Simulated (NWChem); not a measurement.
Everything below was run with NWChem. System: selenium dioxide (O2Se), charge 0, spin multiplicity 1, at a geometry optimised with PBE0/def2-SVP. Level: CCSD(T)/3-21G, 11 core orbitals frozen.

The NWChem input:

```
start mol
memory heap 100 mb stack 700 mb global 1900 mb
geometry units angstroms nocenter noautoz
  O      1.352331     0.000000    -0.585188
  Se     0.000000     0.000000     0.275383
  O     -1.352331     0.000000    -0.585188
  symmetry group C2v
end
basis spherical
  * library 3-21g
end
scf
  rhf
  nopen 0
  maxiter 100
  thresh 1e-7
  semidirect memsize 60000000 filesize 0
end
ccsd
  freeze core 11
  maxiter 60
end
task ccsd(t) energy
```

Output (cleaned and shortened):

```
             Northwest Computational Chemistry Package (NWChem) 7.3.0
             --------------------------------------------------------

                                NWChem Input Module
                                -------------------

 Scaling coordinates for geometry "geometry" by  1.889725989
 (inverse scale =  0.529177249)

 Turning off AUTOSYM since
 SYMMETRY directive was detected!

                             Geometry "geometry" -> ""
                             -------------------------

 Output coordinates in angstroms (scale by  1.889725989 to convert to a.u.)

  No.       Tag          Charge          X              Y              Z
 ---- ---------------- ---------- -------------- -------------- --------------
    1 O                    8.0000     1.35233100     0.00000000    -0.58518800
    2 Se                  34.0000     0.00000000     0.00000000     0.27538300
    3 O                    8.0000    -1.35233100     0.00000000    -0.58518800

 Effective nuclear repulsion energy (a.u.)     192.1133326348

            Nuclear Dipole moment (a.u.)
            ----------------------------
        X                 Y               Z
 ---------------- ---------------- ----------------
     0.0000000000     0.0000000000     0.0000264562

      Symmetry information
      --------------------

 Group name             C2v
 Group number             16
 Group order               4
 No. of unique centers     2

      Symmetry unique atoms

     1    2


 Summary of "ao basis" -> "" (spherical)
 ------------------------------------------------------------------------------
       Tag                 Description            Shells   Functions and Types
 ---------------- ------------------------------  ------  ---------------------
 *                           3-21g                    on all atoms

 Summary of "ao basis" -> "ao basis" (spherical)
 ------------------------------------------------------------------------------
       Tag                 Description            Shells   Functions and Types
 ---------------- ------------------------------  ------  ---------------------
 O                           3-21g                   5        9   3s2p
 Se                          3-21g                  10       22   5s4p1d

                                 NWChem SCF Module
                                 -----------------

  ao basis        = "ao basis"
  functions       =    40
  atoms           =     3
  closed shells   =    25
  open shells     =     0
  charge          =   0.00
  wavefunction    = RHF
  use symmetry    = T
  symmetry adapt  = T

 Summary of "ao basis" -> "ao basis" (spherical)
 ------------------------------------------------------------------------------
       Tag                 Description            Shells   Functions and Types
 ---------------- ------------------------------  ------  ---------------------
 O                           3-21g                   5        9   3s2p
 Se                          3-21g                  10       22   5s4p1d

      Symmetry analysis of basis
      --------------------------

        a1         18
        a2          3
        b1         12
        b2          7

 Forming initial guess at       0.1s

      Superposition of Atomic Density Guess
      -------------------------------------

 Sum of atomic energies:       -2537.19511450

      Non-variational initial energy
      ------------------------------

 Total energy =   -2537.618139
 1-e energy   =   -3920.330545
[...]
   2     -0.3552056073 -4.785D-02  1.949D-01     0.74     0.00     0.70
   3     -0.3400580203  1.515D-02  2.005D-02     0.73     0.00     0.69
   4     -0.3442022206 -4.144D-03  2.482D-03     0.73     0.00     0.69
   5     -0.3448822165 -6.800D-04  2.981D-03     0.72     0.00     0.67
   6     -0.3449958720 -1.137D-04  1.214D-03     0.77     0.00     0.73
   7     -0.3448847535  1.111D-04  2.028D-04     0.78     0.00     0.73
   8     -0.3448852897 -5.362D-07  4.114D-04     0.73     0.00     0.69
   9     -0.3448630875  2.220D-05  5.433D-05     0.74     0.00     0.69
  10     -0.3448727351 -9.648D-06  8.290D-05     0.75     0.00     0.70
  11     -0.3448690255  3.710D-06  9.355D-06     0.77     0.00     0.72
  12     -0.3448688958  1.298D-07  5.568D-06     0.70     0.00     0.66
  13     -0.3448688444  5.136D-08  1.842D-06     0.66     0.00     0.62
  14     -0.3448687390  1.054D-07  2.027D-07     0.65     0.00     0.62
                  *************converged*************
-------------------------------------------------------------------------

 -----------
 CCSD Energy
 -----------
 Reference energy:           -2537.209673669522090
 CCSD corr. energy:             -0.344868738997529
 Total CCSD energy:          -2537.554542408519410

 --------------------------------
 Spin Component Scaled (SCS) CCSD
 --------------------------------
 Same spin contribution:                 -0.078686065035963
 Same spin scaling factor:                1.130000000000000
 Opposite spin contribution:             -0.266182673961566
 Opposite spin scaling fact.:             1.270000000000000
 SCS-CCSD correlation energy:            -0.426967249421827
 Total SCS-CCSD energy:               -2537.636640918944067
 memory            104853524

*********triples calculation*********

nkpass=    1; nvpass=    1; memdrv=          35880; memtrn=         362355; memavail=      104853300
 memory available/node                      104853300
 total number of virtual orbitals        15
 number of virtuals per integral pass    15
 number of integral evaluations           1
 number of occupied per triples pass     14
 number of triples passes                 1

 commencing integral evaluation        1 at          10.87
  symmetry use  T
task         2 out of       210 done   0%  at       0.0 secs
task        11 out of       210 done   5%  at       0.1 secs
task        22 out of       210 done  10%  at       0.1 secs
task        32 out of       210 done  15%  at       0.1 secs
task        43 out of       210 done  20%  at       0.2 secs
task        54 out of       210 done  25%  at       0.2 secs
task        63 out of       210 done  30%  at       0.2 secs
task        75 out of       210 done  35%  at       0.2 secs
task        87 out of       210 done  41%  at       0.3 secs
task        95 out of       210 done  45%  at       0.3 secs
task       105 out of       210 done  50%  at       0.3 secs
task       117 out of       210 done  55%  at       0.3 secs
task       129 out of       210 done  61%  at       0.3 secs
task       138 out of       210 done  65%  at       0.4 secs
task       147 out of       210 done  70%  at       0.4 secs
task       158 out of       210 done  75%  at       0.4 secs
task       168 out of       210 done  80%  at       0.4 secs
task       180 out of       210 done  85%  at       0.4 secs
task       189 out of       210 done  90%  at       0.4 secs
task       200 out of       210 done  95%  at       0.4 secs
task       210 out of       210 done 100%  at       0.4 secs
 commencing triples evaluation - blocking       1
 ccsd(t): done        1 out of       15 progress:    6.7%
 ccsd(t): done        2 out of       15 progress:   13.3%
 ccsd(t): done        3 out of       15 progress:   20.0%
 ccsd(t): done        4 out of       15 progress:   26.7%
 ccsd(t): done        5 out of       15 progress:   33.3%
 ccsd(t): done        6 out of       15 progress:   40.0%
 ccsd(t): done        7 out of       15 progress:   46.7%
 ccsd(t): done        8 out of       15 progress:   53.3%
 ccsd(t): done        9 out of       15 progress:   60.0%
 ccsd(t): done       10 out of       15 progress:   66.7%
 ccsd(t): done       11 out of       15 progress:   73.3%
 ccsd(t): done       12 out of       15 progress:   80.0%
 ccsd(t): done       13 out of       15 progress:   86.7%
 ccsd(t): done       14 out of       15 progress:   93.3%
 ccsd(t): done       15 out of       15 progress:  100.0%
 Time for integral evaluation pass     1        0.45
 Time for triples evaluation pass      1        0.31

 pseudo-e(mp4)  -0.30572596003998E-01
 pseudo-e(mp5)   0.57568682773018E-02
        e(t)    -0.24815727726697E-01

 --------------
 CCSD(T) Energy
 --------------
 Reference energy:                   -2537.209673669522090

 CCSD corr. energy:                     -0.344868738997529
 T(CCSD) corr. energy:                  -0.030572596003998
 Total CCSD+T(CCSD) energy:          -2537.585115004523686

 CCSD corr. energy:                     -0.344868738997529
 (T) corr. energy:                      -0.024815727726697
 Total CCSD(T) energy:               -2537.579358136246356

 routine      calls  cpu(0)   cpu-min  cpu-ave  cpu-max   i/o
 aoccsd          1     0.01     0.01     0.01     0.01    0.00
 iterdrv         1     0.01     0.01     0.01     0.01    0.00
 pampt          14     0.05     0.05     0.05     0.05    0.00
 t2pm           14     0.12     0.12     0.12     0.12    0.00
 sxy            14     0.14     0.14     0.14     0.14    0.00
 ints       586404     7.18     7.18     7.18     7.18    0.00
 t2eri        2940     1.65     1.65     1.65     1.65    0.00
 idx2         2940     0.40     0.40     0.40     0.40    0.00
 idx34          14     0.06     0.06     0.06     0.06    0.00
 ht2pm          14     0.12     0.12     0.12     0.12    0.00
 itm            14     0.34     0.34     0.34     0.34    0.00
 pdiis          14     0.01     0.01     0.01     0.01    0.00
 triples         1     0.00     0.00     0.00     0.00    0.00
 rdtrpo          1     0.01     0.01     0.01     0.01    0.00
 trpmos          1     0.45     0.45     0.45     0.45    0.00
 trpdrv          1     0.05     0.05     0.05     0.05    0.00
 dovvv       44100     0.06     0.06     0.06     0.06    0.00
 doooo       44100     0.06     0.06     0.06     0.06    0.00
 tengy       41160     0.10     0.10     0.10     0.10    0.00
 Total                10.82    10.82    10.82    10.82    0.00

 Task  times  cpu:       11.9s     wall:       11.9s

 Total times  cpu:       12.0s     wall:       12.0s
```
